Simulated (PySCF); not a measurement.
## Electron correlation in Ru (ruthenium, neutral)

[Kr] 4d7 5s1, high-spin 5F determinant. All numbers are calculated (PySCF 2.14, scalar relativity through the core potential, in def2-QZVPPD with the def2 core potential (28 electrons) (7s5p4d4f2g, 88 functions)). Frozen: 4s2 4p6; 8 electrons correlated.

```
  level  correlation energy (mhartree)
   CCSD                        -196.54
    (T)                          -8.71
CCSD(T)                        -205.25
```

Diagnostics: T1 = 0.016, D1 = 0.0572, largest double amplitude 0.025.

Question: Is a single reference adequate?

Answer: Yes, within this model without spin-orbit coupling: T1 lies below 0.03 and no double amplitude reaches 0.07.
